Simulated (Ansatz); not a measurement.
Computed with Ansatz on PBE0-D4/def2-TZVP structures; ΔE is electronic, products minus reactants. CCSD(T)/CBS is the MP2 limit (def2-TZVPP, def2-QZVPP) plus CCSD(T) − MP2 in def2-TZVPP, frozen cores. This one scheme is used for every species. DFT in def2-TZVPP. B3LYP here is the variant with VWN-RPA as its local correlation; programs differ in this. def2 core potentials past Kr. For In outer-core shells are correlated without core-valence functions, which leaves a few kJ/mol of doubt a bond. Each species was taken in one conformer, which may not be the lowest.

`C[N](C)[In]([SH])[Cl]` + dimethylamine → `C[N](C)[In]([SH])[N](C)C` + HCl  (ligand exchange at the In–Cl bond)

`C[N](C)[In]([SH])[Cl]`:

Cartesian coordinates in Å:
```
C -1.013 -0.680 -1.091
N -0.399 0.081 -0.035
C -1.310 0.952 0.661
In 1.533 -0.055 0.424
S 3.096 -1.454 -0.667
Cl 2.250 1.290 2.184
H -1.819 -1.323 -0.709
H -0.287 -1.326 -1.592
H -1.454 -0.025 -1.858
H -2.130 0.386 1.126
H -1.765 1.686 -0.021
H -0.798 1.506 1.451
H 4.097 -1.037 0.127
```

`CNC`:

```xyz
10

C    -0.634    0.291    0.987
N    -0.093   -0.699    0.084
C     0.522   -0.113   -1.084
H    -1.035   -0.196    1.878
H    -1.460    0.816    0.498
H     0.097    1.053    1.308
H     0.578   -1.277    0.572
H    -0.242    0.391   -1.684
H     0.964   -0.895   -1.705
H     1.304    0.631   -0.855
```

`C[N](C)[In]([SH])[N](C)C`:

Z-matrix (Å, degrees):
```
C
N 1 1.439
H 1 1.101 2 111.4
H 1 1.102 2 112.0 3 119.8
H 1 1.093 2 111.3 3 -119.7
In 2 2.007 1 121.7 3 126.5
C 2 1.437 1 112.9 3 -60.2
S 6 2.386 2 116.4 1 6.9
N 6 2.009 2 123.7 1 -170.7
H 7 1.092 2 111.6 1 -177.5
H 7 1.102 2 111.8 1 -57.5
H 7 1.102 2 111.7 1 62.2
H 8 1.343 6 93.4 2 -166.7
C 9 1.437 6 122.7 2 -166.9
C 9 1.438 6 124.4 2 9.7
H 14 1.093 9 111.3 6 -2.6
H 14 1.101 9 111.7 6 -122.8
H 14 1.102 9 112.0 6 117.3
H 15 1.101 9 111.2 6 126.3
H 15 1.102 9 112.3 6 -114.0
H 15 1.092 9 111.5 6 6.9
```

HCl:

Z-matrix (Å, degrees):
```
Cl
H 1 1.279
```

```csv
level,ΔE (kcal/mol),difference from CCSD(T)/CBS
PBE-D4,29.6,1.1
r2SCAN-D4,31.5,3.0
ωB97X-V,30.9,2.4
B2PLYP,31.4,2.9
PBE,31.5,3.0
PBE0,32.9,4.4
B3LYP,33.4,4.9
HF/def2-TZVPP,38.5,10.0
MP2/def2-TZVPP,27.9,-0.6
HF/def2-QZVPP,38.3,9.8
CCSD(T)/CBS,28.5,0
```

Largest T1 diagnostic among the species: 0.014.

In def2-TZVPP, CCSD(T) changes the Hartree–Fock value by −10.3 kcal/mol (the triples alone add −1.3 kcal/mol) and MP2 by −10.6 kcal/mol. From PBE to PBE0 (25 % exact exchange), in def2-TZVPP and without D4, ΔE moves by +1.5 kcal/mol.
